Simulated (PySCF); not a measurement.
# In: ionisation energy

In [Kr] 4d10 5s2 5p1 (2P) → In⁺ [Kr] 4d10 5s2 (1S), as a difference of total energies. Calculation: PySCF 2.14, in x2c-TZVPPall (8s6p4d2f, 60 functions); the spin-free X2C one-electron Hamiltonian (Gaussian nucleus). Correlated levels: valence and next inner shell: [Ar] 3d10 frozen. The calculations carry no spin-orbit coupling.

```json
{"method": "UHF", "ionisation energy (eV)": "5.205", "error (eV)": "-0.398"}
{"method": "MP2 (valence and next inner shell)", "ionisation energy (eV)": "5.443", "error (eV)": "-0.160"}
{"method": "SCS-MP2 (valence and next inner shell)", "ionisation energy (eV)": "5.382", "error (eV)": "-0.221"}
{"method": "CCSD (valence and next inner shell)", "ionisation energy (eV)": "5.480", "error (eV)": "-0.123"}
{"method": "CCSD(T) (valence and next inner shell)", "ionisation energy (eV)": "5.498", "error (eV)": "-0.105"}
```

Reference: 5.603 eV (measured; NIST levels, between the centres of gravity of the two terms).

Errors of the correlated levels include the incompleteness of this basis and the frozen core.
